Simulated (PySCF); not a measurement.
Ge(F)(SH) (FGeHS), SMILES [Ge]([SH])[F] (connectivity only; charge and spin as stated), neutral, multiplicity 1. The structure is a stationary point at B3LYP-D3(BJ)/def2-TZVP. One conformer was computed; it need not be the lowest.

Level of theory: B3LYP-D3(BJ)/def2-TZVP (PySCF 2.14.0).

Harmonic wavenumbers (cm⁻¹): 186, 360, 377, 643, 700, 2661. Rotational constants (GHz): 11.49, 3.692, 2.794; symmetry number 1.

Q: Work out the zero-point energy and the ideal-gas rigid-rotor harmonic-oscillator thermochemistry at 298.15 K and 1 atm.

A: ZPE = ½ Σ hcν = ½ × 4927 cm⁻¹ = 29.47 kJ/mol. H − E(el) = 43.37 kJ/mol. Entropy in J/(mol K): translation 168.93, rotation 106.31, vibration 21.44, total 296.68. G − E(el) = -45.09 kJ/mol. Cp = 61.31 J/(mol K).
